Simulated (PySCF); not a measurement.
Compound: CH₆GeN₂O.
Geometry (PBE0-D3(BJ)/def2-SVP, Å), atoms numbered from 1 in this order:
```
atom  x, y, z in Å
N1    -1.6232    0.7323    0.5647
Ge2   -0.7128   -0.8006    0.1859
N3     1.0580   -0.4974    0.7107
C4     1.6890    0.5542    0.1443
O5     1.1680    1.2700   -0.6885
H6    -1.2773    1.5110    0.0067
H7    -2.6328    0.6674    0.4648
H8    -1.2259   -1.9264    1.0995
H9    -0.6743   -1.2487   -1.2874
H10    1.5356   -1.0107    1.4423
H11    2.7342    0.7200    0.5008
```

Method: core-valence-separated Tamm–Dancoff BHandHLYP/aug-pcX-1 (pcseg-1 on H, def2-SVPD on Ge) in PySCF, non-relativistic, gas phase, PBE0-D3(BJ)/def2-SVP geometry. No empirical shift is added; at this level the pattern usually sits a few eV under experiment.

List the oxygen K-edge absorption lines.

```
E (eV)       f  core hole on  main final orbital                        polarisation
529.52  0.0417            O5       LUMO+3 (37 %)  normal to the local trigonal plane
533.07  0.0040            O5         LUMO (46 %)         in the local trigonal plane
533.47  0.0016            O5         LUMO (43 %)                               mixed
533.91  0.0023            O5       LUMO+4 (70 %)         in the local trigonal plane
533.97  0.0019            O5       LUMO+2 (37 %)                               mixed
534.40  0.0007            O5              spread                                   –
534.77  0.0027            O5       LUMO+7 (52 %)         in the local trigonal plane
```

The first line with a tenth or more of the strongest one's intensity is at 529.52 eV (f = 0.042), with the hole on O5 (amide oxygen), polarised normal to the local trigonal plane: a 1s→π* resonance. It is also the strongest listed.

List the carbon K-edge absorption lines.

| E (eV) | f | core hole on | main final orbital | polarisation |
| --- | --- | --- | --- | --- |
| 284.62 | 0.0844 | C4 | LUMO+3 (34 %) | normal to the local trigonal plane |
| 288.43 | 0.0220 | C4 | LUMO (52 %) | in the local trigonal plane |
| 289.58 | 0.0034 | C4 | LUMO (36 %) | in the local trigonal plane |
| 289.99 | 0.0015 | C4 | LUMO+1 (48 %) | in the local trigonal plane |
| 290.16 | 0.0025 | C4 | LUMO+2 (36 %) | mixed |
| 290.66 | 0.0004 | C4 | LUMO+5 (57 %) | – |
| 290.75 | 0.0049 | C4 | LUMO+7 (30 %) | mixed |

The first line with a tenth or more of the strongest one's intensity is at 284.62 eV (f = 0.084), with the hole on C4 (amide carbonyl carbon), polarised normal to the local trigonal plane: a 1s→π* resonance. It is also the strongest listed.

Give energies, oscillator strengths and core holes at the N K edge.

```tsv
E (eV)	f	core hole on	main final orbital
398.85	0.0129	N1	LUMO+1 (54 %)
399.44	0.0246	N3	LUMO+3 (38 %)
399.84	0.0169	N3	LUMO (72 %)
399.85	0.0355	N1	LUMO+3 (34 %)
400.39	0.0162	N1	spread
400.73	0.0208	N1	spread
400.74	0.0308	N3	spread
401.19	0.0026	N1	LUMO+2 (34 %)
401.37	0.0024	N1	LUMO (32 %)
401.50	0.0073	N3	spread
401.57	0.0117	N1	LUMO+10 (31 %)
```

The first line with a tenth or more of the strongest one's intensity is at 398.85 eV (f = 0.013), with the hole on N1 (nitrogen bonded to Ge and 2 H). The strongest listed is at 399.85 eV (f = 0.036; N1).

Roots within 0.03 eV whose holes lie on the same, on equivalent or on shared atoms are summed into one line, and the highest roots are left out, as the search may have cut off their partners. Final orbitals are the ground state's empty Kohn–Sham orbitals. A dash: too weak, shared between unlike atoms, or no plane or axis to refer to.

What is the summed oscillator strength of the listed O K lines, and their intensity-weighted mean energy?

Σf = 0.055 over 7 lines from 529.52 to 534.77 eV; the weighted mean is 530.55 eV. The strongest line holds 76 % of the sum.

Only the lowest roots of each edge were sought. The BHandHLYP/aug-pcX-1 (pcseg-1 on H, def2-SVPD on Ge) calculation is non-relativistic and has no spin–orbit coupling, an omission that weighs most on germanium.

On one thread, Arm Neoverse N1 (aarch64), on a shared host, this took 26 s and 0.79 GiB of memory at its peak.

One conformer stands for the species.
